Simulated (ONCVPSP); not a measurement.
## Sr: excitation energies, all-electron against ONCV

strontium (Sr), optimised norm-conserving Vanderbilt (ONCV), made with ONCVPSP 4.0.1 (PBE, scalar-relativistic). Core [Ar] 3d10, reference 4s2 4p6 5s2. Waves: 4s+5s: rc 1.85 bohr, ncon 3, nbas 7, qcut 5.4 1/bohr, 2 projectors; 4p: rc 2.20 bohr, ncon 3, nbas 6, qcut 7.9 1/bohr, 2 projectors, debl 1.5 Ha; d scattering state at 0.31 Ha: rc 1.85 bohr, ncon 4, nbas 8, qcut 4.6 1/bohr, local. Local part: the d channel. Core correction: Teter function, fcfact 4.75, rcfact 0.92.

In the d channel the program set the typed energies aside and used 0.050 Ha.

Energies are relative to the spin-unpolarised reference configuration 4s2 4p6 5s2; without spin polarisation the order of configurations can differ from experiment.

| valence configuration | charge | ΔE all-electron (eV) | error AE − PS (meV) |
| --- | --- | --- | --- |
| 4s2 4p6 5s1 | +1 | 5.885 | -0.6 |
| 4s2 4p6 5s1.5 | +0.5 | 2.339 | -0.2 |
| 4s2 4p6 4d1 5s0 | +1 | 7.649 | -9.4 |

Task: What are ΔE and the potential's error for 4s2 4p6 5s0?

Result: ΔE = 16.891 eV all-electron; the error (AE − PS) is -2.4 meV.

Note: ghosts flagged at negative energy: p at -312.8 eV; GHOST(+) flagged for s at 392.5 eV. A true bound ghost makes a file unfit for plane-wave use.
